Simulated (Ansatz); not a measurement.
Steps of a relaxation of C$_{2}$H$_{2}$ClFOTi, SMILES `C#[C][Ti]([OH])([F])[Cl]` with RKS PBE-D4/def2-SVP.

```sh
$ ansatz run in.yaml --threads 4 --pin off --events-out ev --progress --plain --max-ram 10444MiB
```

```yaml
crystal:
  periodic: [false, false, false]
  atoms:
    - {symbol: C, position_ang: [-0.044900, 1.484800, -2.025600]}
    - {symbol: C, position_ang: [0.020500, 0.858000, -1.042600]}
    - {symbol: Ti, position_ang: [0.195400, -0.299400, 0.674800]}
    - {symbol: O, position_ang: [-0.544800, -2.040900, 0.401300]}
    - {symbol: F, position_ang: [2.094100, -0.554100, 1.061400]}
    - {symbol: Cl, position_ang: [-0.807300, 0.800000, 2.477300]}
    - {symbol: H, position_ang: [-0.169900, 2.119400, -2.907900]}
    - {symbol: H, position_ang: [-0.651000, -2.425000, 1.305500]}
basis:
  gaussian: {orbitals: def2-SVP}
hamiltonian: {xc: pbe, dispersion: d4}
relax: {f_tol: 0.03, max_steps: 200}
```

Positions (Å) and forces (eV/Å) along the path, 16 of 21 steps:

```xyz
8
step=1 energy=-42480.5827 eV
C    -0.045    1.485   -2.026   -0.707    4.727   -7.018
C     0.021    0.858   -1.043    0.600   -5.112    7.744
Ti    0.195   -0.299    0.675    1.962   -1.354    0.526
O    -0.545   -2.041    0.401    0.983    2.632    0.885
F     2.094   -0.554    1.061   -3.615    0.519   -0.698
Cl   -0.807    0.800    2.477    0.717   -0.896   -1.389
H    -0.170    2.119   -2.908    0.150   -0.309    0.264
H    -0.651   -2.425    1.306   -0.090   -0.207   -0.314
8
step=2 energy=-42481.6624 eV
C    -0.049    1.479   -2.015   -0.141    0.100    0.084
C     0.035    0.812   -0.974    0.037    0.058   -0.178
Ti    0.235   -0.296    0.677    1.007   -1.134    0.047
O    -0.555   -1.922    0.435    0.512    0.824    0.773
F     1.982   -0.528    1.057   -1.334    0.177   -0.273
Cl   -0.752    0.690    2.358   -0.050    0.090    0.100
H    -0.174    2.103   -2.894    0.070   -0.062   -0.038
H    -0.630   -2.395    1.301   -0.102   -0.053   -0.514
8
step=3 energy=-42481.7435 eV
C    -0.055    1.473   -2.011   -0.095   -0.009    0.200
C     0.039    0.811   -0.966    0.054    0.141   -0.308
Ti    0.250   -0.300    0.690   -0.384   -0.061   -0.240
O    -0.525   -1.889    0.437    0.100    0.016    0.600
F     1.929   -0.524    1.062    0.413   -0.060    0.088
Cl   -0.729    0.708    2.369   -0.063    0.069    0.124
H    -0.178    2.083   -2.899    0.051   -0.042   -0.033
H    -0.641   -2.420    1.261   -0.076   -0.054   -0.432
8
step=4 energy=-42481.7652 eV
C    -0.056    1.477   -2.016   -0.080    0.007    0.136
C     0.041    0.818   -0.970    0.047    0.032   -0.137
Ti    0.247   -0.294    0.696   -0.239    0.067   -0.151
O    -0.527   -1.878    0.454    0.079    0.012    0.425
F     1.933   -0.523    1.062    0.214   -0.031    0.051
Cl   -0.728    0.720    2.386    0.006    0.010    0.008
H    -0.175    2.078   -2.910    0.042   -0.032   -0.025
H    -0.642   -2.455    1.241   -0.069   -0.064   -0.306
8
step=5 energy=-42481.7935 eV
C    -0.070    1.474   -2.016   -0.023    0.042   -0.050
C     0.044    0.829   -0.965    0.016   -0.060    0.091
Ti    0.244   -0.263    0.724    0.039    0.017   -0.038
O    -0.528   -1.837    0.484   -0.106   -0.589    0.699
F     1.938   -0.508    1.084   -0.042    0.023   -0.017
Cl   -0.698    0.775    2.423    0.010   -0.007   -0.052
H    -0.175    2.043   -2.934    0.011   -0.016    0.023
H    -0.663   -2.570    1.143    0.095    0.589   -0.657
8
step=7 energy=-42481.8179 eV
C    -0.077    1.456   -2.003    0.006    0.018   -0.052
C     0.040    0.820   -0.947   -0.010   -0.032    0.043
Ti    0.247   -0.248    0.754    0.059    0.009    0.047
O    -0.549   -1.805    0.546    0.017    0.179   -0.081
F     1.946   -0.490    1.090   -0.065    0.013   -0.015
Cl   -0.677    0.846    2.427    0.017    0.003   -0.041
H    -0.176    2.012   -2.930   -0.003   -0.007    0.033
H    -0.661   -2.650    1.008   -0.020   -0.183    0.066
8
step=8 energy=-42481.7855 eV rejected
C    -0.080    1.421   -1.980   -0.018    0.014    0.024
C     0.026    0.792   -0.918    0.021    0.005   -0.023
Ti    0.245   -0.233    0.804   -0.042    0.088   -0.073
O    -0.575   -1.768    0.600   -0.193   -1.734    0.446
F     1.949   -0.478    1.085    0.066   -0.013    0.052
Cl   -0.654    0.975    2.412    0.017   -0.036    0.006
H    -0.178    1.984   -2.901    0.004   -0.006   -0.017
H    -0.640   -2.749    0.842    0.144    1.682   -0.415
8
step=9 energy=-42481.8226 eV
C    -0.079    1.442   -1.994   -0.004   -0.008    0.032
C     0.032    0.799   -0.941    0.011    0.009   -0.018
Ti    0.241   -0.245    0.773   -0.015    0.022   -0.021
O    -0.579   -1.788    0.579   -0.032   -0.127    0.058
F     1.937   -0.499    1.098    0.026   -0.003    0.005
Cl   -0.662    0.917    2.408   -0.004    0.009    0.010
H    -0.177    2.013   -2.911    0.001   -0.005   -0.008
H    -0.621   -2.696    0.932    0.017    0.102   -0.057
8
step=10 energy=-42481.8204 eV rejected
C    -0.079    1.433   -1.988   -0.010   -0.007    0.040
C     0.029    0.791   -0.934    0.011    0.015   -0.038
Ti    0.234   -0.240    0.787   -0.032    0.023   -0.012
O    -0.600   -1.777    0.603   -0.037   -0.613    0.184
F     1.930   -0.502    1.099    0.055   -0.012    0.012
Cl   -0.651    0.959    2.406   -0.008   -0.002    0.012
H    -0.176    2.004   -2.904    0.004   -0.003   -0.018
H    -0.595   -2.724    0.876    0.017    0.599   -0.181
8
step=11 energy=-42481.8238 eV
C    -0.079    1.438   -1.992   -0.005    0.004    0.003
C     0.034    0.798   -0.937    0.007   -0.003    0.005
Ti    0.238   -0.241    0.780   -0.011   -0.007   -0.008
O    -0.594   -1.780    0.589   -0.011   -0.074    0.044
F     1.934   -0.503    1.101    0.005   -0.005    0.001
Cl   -0.657    0.931    2.412   -0.002    0.006    0.002
H    -0.179    2.003   -2.911    0.002   -0.001   -0.006
H    -0.605   -2.703    0.903    0.015    0.081   -0.041
8
step=14 energy=-42481.8276 eV
C    -0.081    1.415   -1.982    0.001   -0.014    0.023
C     0.027    0.784   -0.921   -0.006    0.008   -0.009
Ti    0.221   -0.234    0.811    0.035    0.068   -0.054
O    -0.650   -1.755    0.639   -0.016   -0.036    0.015
F     1.917   -0.521    1.100   -0.008   -0.021    0.008
Cl   -0.640    0.989    2.423   -0.012    0.014    0.024
H    -0.174    1.973   -2.907    0.001   -0.006    0.006
H    -0.529   -2.709    0.781    0.005   -0.013   -0.011
8
step=15 energy=-42481.8279 eV
C    -0.081    1.414   -1.982    0.001   -0.011    0.017
C     0.026    0.783   -0.921   -0.004    0.005   -0.006
Ti    0.219   -0.233    0.812    0.022    0.051   -0.042
O    -0.652   -1.754    0.643   -0.011   -0.011    0.011
F     1.916   -0.523    1.101   -0.007   -0.018    0.006
Cl   -0.639    0.993    2.424   -0.009    0.010    0.017
H    -0.173    1.972   -2.907    0.001   -0.007    0.006
H    -0.524   -2.710    0.774    0.007   -0.020   -0.009
8
step=16 energy=-42481.8279 eV
C    -0.081    1.414   -1.982    0.001   -0.011    0.017
C     0.025    0.782   -0.921   -0.004    0.005   -0.006
Ti    0.219   -0.233    0.813    0.022    0.050   -0.041
O    -0.652   -1.754    0.644   -0.012   -0.004    0.010
F     1.915   -0.523    1.101   -0.007   -0.017    0.006
Cl   -0.640    0.994    2.424   -0.009    0.010    0.017
H    -0.173    1.972   -2.907    0.001   -0.007    0.006
H    -0.523   -2.710    0.772    0.008   -0.026   -0.008
8
step=18 energy=-42481.8143 eV rejected
C    -0.063    1.387   -1.973    0.001    0.008   -0.012
C     0.021    0.768   -0.903    0.009    0.012    0.000
Ti    0.191   -0.211    0.852   -0.046   -0.053    0.041
O    -0.668   -1.744    0.681    0.274   -1.068   -0.104
F     1.881   -0.510    1.159    0.025    0.009   -0.008
Cl   -0.708    1.026    2.438    0.008   -0.011   -0.022
H    -0.135    1.936   -2.906   -0.002   -0.009    0.005
H    -0.425   -2.709    0.597   -0.268    1.111    0.100
8
step=20 energy=-42481.8291 eV
C    -0.069    1.399   -1.974    0.000    0.003   -0.007
C     0.023    0.777   -0.907    0.006   -0.002    0.006
Ti    0.197   -0.222    0.836    0.007    0.001   -0.003
O    -0.660   -1.753    0.655    0.006   -0.043    0.017
F     1.889   -0.518    1.142    0.000    0.002   -0.004
Cl   -0.687    1.017    2.428   -0.005   -0.014   -0.003
H    -0.148    1.949   -2.905   -0.001   -0.002    0.000
H    -0.454   -2.706    0.670   -0.012    0.055   -0.006
8
step=21 energy=-42481.8294 eV
C    -0.068    1.397   -1.974    0.000    0.000   -0.003
C     0.025    0.777   -0.906    0.000   -0.001    0.000
Ti    0.199   -0.220    0.839   -0.003   -0.007    0.005
O    -0.662   -1.750    0.663   -0.003    0.022    0.002
F     1.892   -0.517    1.138    0.001    0.003    0.002
Cl   -0.691    1.013    2.431    0.003   -0.003   -0.001
H    -0.148    1.945   -2.906    0.000   -0.001    0.000
H    -0.455   -2.701    0.660    0.003   -0.014   -0.004
```

It took 38 s on 4 threads of an Arm Neoverse V2 on a shared host, with 0.19 GiB of host memory at the peak.
